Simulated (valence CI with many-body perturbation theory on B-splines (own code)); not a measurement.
## I³⁸⁺: calculated level list

Calculated by valence CI with perturbative core correlation (CI+MBPT): five valence electrons over a frozen Dirac-Fock core [Ne], radial functions for each j: 11 s, 11 p, 10 d, 8 f, 5 g, 2 h, with the one-electron correlation potential Σ1 (screened to all orders), the two-electron term Σ2, the three-electron term Σ3, Breit, model QED; selected single and double excitations, second order for the rest, scaled by the run's own slope (own B-spline code, finite nucleus).

The last digits are not significant, and no measured levels were compared; by estimate large intervals hold to a few tenths of a per cent, small ones and those within an open d or f shell to about a per cent. Among the levels kept, up to 4700 cm⁻¹ of a level comes from second order outside the variational space, and about a tenth of that is noise between levels of different J, which matters for small intervals.

Levels 91 to 135 of 167, with energies above the lowest level, (3s^2 3p1/2^2 3p3/2) J=3/2. "Leading %" is the weight of the configuration and term that name the level; weights of strongly mixed levels are sums over their largest components and can fall short. In the jj column 3d3/2^4 stands for four electrons in 3d with j = 3/2. Lifetimes count E1, E2, E3, M1 and M2 decay at the calculated energies, and are blank where another channel may lead or the interval is too uncertain; long ones can be off by a factor of two.

| No. | Configuration | Term | J | E (Ry) | Leading % | Lifetime | Second component | Leading jj |
| --- | --- | --- | --- | --- | --- | --- | --- | --- |
| 91 | 3s3p³3d | ⁴D° | 7/2 | 31.056 | 27 | 3.70 ps | 23 % 3s3p³3d ²F° | 3s 3p1/2 3p3/2^2 3d5/2 (58 %) |
| 92 | 3s3p³3d | ²F° | 5/2 | 31.115 | 27 | 2.17 ps | 21 % 3s3p³3d ⁴D° | 3s 3p1/2 3p3/2^2 3d3/2 (50 %) |
| 93 | 3s3p³3d | ²D° | 3/2 | 31.156 | 25 | 3.14 ps | 12 % 3s3p³3d ⁴S° | 3s 3p1/2 3p3/2^2 3d5/2 (61 %) |
| 94 | 3s²3p3d² | ⁴G° | 9/2 | 31.156 | 45 | 5.57 ps | 11 % 3s3p³3d ²G° | 3s^2 3p1/2 3d5/2^2 (53 %) |
| 95 | 3s3p³3d | ²D° | 5/2 | 31.241 | 28 | 2.90 ps | 10 % 3s²3p3d² ⁴D° | 3s 3p1/2 3p3/2^2 3d5/2 (43 %) |
| 96 | 3s²3p3d² | ⁴D° | 7/2 | 31.326 | 21 | 2.80 ps | 19 % 3s3p³3d ⁴D° | 3s 3p1/2 3p3/2^2 3d5/2 (30 %) |
| 97 | 3s3p³3d | ²P° | 1/2 | 31.456 | 46 | 1.38 ps | 11 % 3s3p³3d ⁴D° | 3s 3p1/2 3p3/2^2 3d3/2 (75 %) |
| 98 | 3s²3p3d² | ⁴P° | 3/2 | 31.668 | 22 | 2.01 ps | 15 % 3s3p³3d ²P° | 3s 3p1/2 3p3/2^2 3d3/2 (21 %) |
| 99 | 3s3p³3d | ⁴D° | 5/2 | 31.854 | 28 | 2.13 ps | 12 % 3s²3p3d² ⁴F° | 3s 3p1/2 3p3/2^2 3d5/2 (44 %) |
| 100 | 3s3p³3d | ²G° | 9/2 | 31.893 | 49 | 5.32 ps | 30 % 3s²3p3d² ²H° | 3s 3p1/2 3p3/2^2 3d5/2 (59 %) |
| 101 | 3s3p³3d | ⁴D° | 1/2 | 31.940 | 41 | 1.69 ps | 13 % 3s3p³3d ²P° | 3s 3p1/2 3p3/2^2 3d3/2 (72 %) |
| 102 | 3s3p³3d | ²F° | 7/2 | 31.962 | 29 | 3.41 ps | 22 % 3s3p³3d ⁴F° | 3s 3p1/2 3p3/2^2 3d5/2 (54 %) |
| 103 | 3s²3p3d² | ⁴P° | 3/2 | 31.973 | 11 | 2.57 ps | 10 % 3s3p³3d ⁴D° | 3s 3p1/2 3p3/2^2 3d5/2 (41 %) |
| 104 | 3s3p³3d | ²F° | 5/2 | 32.090 | 34 | 2.33 ps | 10 % 3s3p³3d ⁴F° | 3s 3p1/2 3p3/2^2 3d5/2 (40 %) |
| 105 | 3s3p³3d | ²D° | 3/2 | 32.108 | 19 | 1.70 ps | 14 % 3s3p³3d ⁴D° | 3s 3p1/2 3p3/2^2 3d3/2 (44 %) |
| 106 | 3s3p³3d | ⁴D° | 7/2 | 32.316 | 30 | 2.27 ps | 11 % 3s3p³3d ²G° | 3s 3p1/2 3p3/2^2 3d5/2 (76 %) |
| 107 | 3s3p³3d | ²F° | 5/2 | 32.353 | 40 | 5.67 ps | 11 % 3s3p³3d ²D° | 3s 3p1/2 3p3/2^2 3d5/2 (69 %) |
| 108 | 3s²3p3d² | ²P° | 1/2 | 32.525 | 29 | 3.22 ps | 12 % 3s3p³3d ²S° | 3s 3p1/2 3p3/2^2 3d5/2 (33 %) |
| 109 | 3s3p³3d | ²G° | 7/2 | 32.555 | 22 | 2.56 ps | 18 % 3s3p³3d ²F° | 3s 3p1/2 3p3/2^2 3d5/2 (52 %) |
| 110 | 3s3p³3d | ²P° | 3/2 | 32.610 | 32 | 3.10 ps | 31 % 3s3p³3d ²D° | 3s 3p1/2 3p3/2^2 3d5/2 (58 %) |
| 111 | 3s3p³3d | ²D° | 5/2 | 32.858 | 34 | 2.42 ps | 11 % 3s²3p3d² ⁴D° | 3s 3p1/2 3p3/2^2 3d5/2 (60 %) |
| 112 | 3s3p³3d | ²D° | 3/2 | 33.113 | 14 | 2.00 ps | 10 % 3s3p³3d ²P° | 3s 3p1/2 3p3/2^2 3d5/2 (62 %) |
| 113 | 3s²3p3d² | ²P° | 1/2 | 33.271 | 32 | 2.25 ps | 20 % 3s3p³3d ²S° | 3s 3p1/2 3p3/2^2 3d5/2 (37 %) |
| 114 | 3s3p³3d | ²D° | 5/2 | 33.492 | 31 | 1.83 ps | 22 % 3s3p³3d ²F° | 3s 3p1/2 3p3/2^2 3d5/2 (67 %) |
| 115 | 3s3p³3d | ²D° | 3/2 | 33.763 | 29 | 1.82 ps | 13 % 3s3p³3d ²P° | 3s 3p1/2 3p3/2^2 3d5/2 (55 %) |
| 116 | 3s3p³3d | ⁴P° | 1/2 | 34.061 | 36 | 1.78 ps | 12 % 3s3p³3d ²P° | 3s 3p3/2^3 3d3/2 (47 %) |
| 117 | 3s3p²3d² | ⁶G | 3/2 | 34.108 | 50 | 47.5 ps | 24 % 3s3p²3d² ⁴F | 3s 3p1/2^2 3d3/2^2 (82 %) |
| 118 | 3s²3p3d² | ²D° | 5/2 | 34.264 | 23 | 4.74 ps | 21 % 3s²3p3d² ⁴D° | 3s^2 3p3/2 3d3/2 3d5/2 (29 %) |
| 119 | 3s²3p3d² | ⁴G° | 11/2 | 34.307 | 83 | 5.83 ps | 12 % 3s²3p3d² ²H° | 3s^2 3p3/2 3d3/2 3d5/2 (52 %) |
| 120 | 3s²3p3d² | ⁴F° | 7/2 | 34.315 | 28 | 1.90 ps | 24 % 3s²3p3d² ²F° | 3s^2 3p3/2 3d3/2 3d5/2 (43 %) |
| 121 | 3s²3p3d² | ⁴D° | 3/2 | 34.316 | 23 | 2.01 ps | 21 % 3s3p³3d ²P° | 3s^2 3p3/2 3d3/2 3d5/2 (47 %) |
| 122 | 3s²3p3d² | ⁴D° | 1/2 | 34.401 | 34 | 1.27 ps | 20 % 3s²3p3d² ²P° | 3s^2 3p3/2 3d3/2^2 (63 %) |
| 123 | 3s²3p3d² | ⁴F° | 9/2 | 34.435 | 38 | 1.95 ps | 31 % 3s²3p3d² ⁴G° | 3s^2 3p3/2 3d3/2 3d5/2 (68 %) |
| 124 | 3s²3p3d² | ⁴F° | 5/2 | 34.462 | 30 | 1.14 ps | 16 % 3s²3p3d² ⁴D° | 3s^2 3p3/2 3d3/2^2 (59 %) |
| 125 | 3s²3p3d² | ²G° | 7/2 | 34.471 | 22 | 1.84 ps | 15 % 3s²3p3d² ⁴D° | 3s^2 3p3/2 3d3/2 3d5/2 (36 %) |
| 126 | 3s3p²3d² | ⁶G | 5/2 | 34.496 | 32 | 45.1 ps | 20 % 3s3p²3d² ⁴F | 3s 3p1/2^2 3d3/2^2 (72 %) |
| 127 | 3s²3p3d² | ⁴D° | 3/2 | 34.543 | 22 | 1.06 ps | 21 % 3s²3p3d² ⁴F° | 3s^2 3p3/2 3d3/2^2 (62 %) |
| 128 | 3p⁵ | ²P° | 1/2 | 34.666 | 22 | 1.40 ps | 12 % 3s²3p3d² ⁴D° | 3p1/2 3p3/2^4 (22 %) |
| 129 | 3s²3p3d² | ²F° | 5/2 | 34.729 | 26 | 4.65 ps | 22 % 3s²3p3d² ²D° | 3s^2 3p3/2 3d5/2^2 (30 %) |
| 130 | 3s²3p3d² | ⁴D° | 7/2 | 34.826 | 51 | 1.78 ps | 18 % 3s²3p3d² ²F° | 3s^2 3p3/2 3d3/2 3d5/2 (60 %) |
| 131 | 3s²3p3d² | ⁴P° | 5/2 | 34.960 | 38 | 1.90 ps | 30 % 3s²3p3d² ⁴D° | 3s^2 3p3/2 3d3/2 3d5/2 (82 %) |
| 132 | 3s3p³3d | ⁴F° | 9/2 | 35.223 | 30 | 7.32 ps | 19 % 3s²3p3d² ²G° | 3s 3p3/2^3 3d5/2 (54 %) |
| 133 | 3s²3p3d² | ²F° | 7/2 | 35.305 | 43 | 9.52 ps | 12 % 3s3p³3d ²F° | 3s^2 3p3/2 3d5/2^2 (50 %) |
| 134 | 3s²3p3d² | ⁴S° | 3/2 | 35.322 | 26 | 988 fs | 13 % 3s²3p3d² ⁴P° | 3s^2 3p3/2 3d3/2^2 (41 %) |
| 135 | 3s3p²3d² | ⁶D | 1/2 | 35.331 | 44 | 33.9 ps | 39 % 3s3p²3d² ⁴P | 3s 3p1/2^2 3d3/2^2 (73 %) |
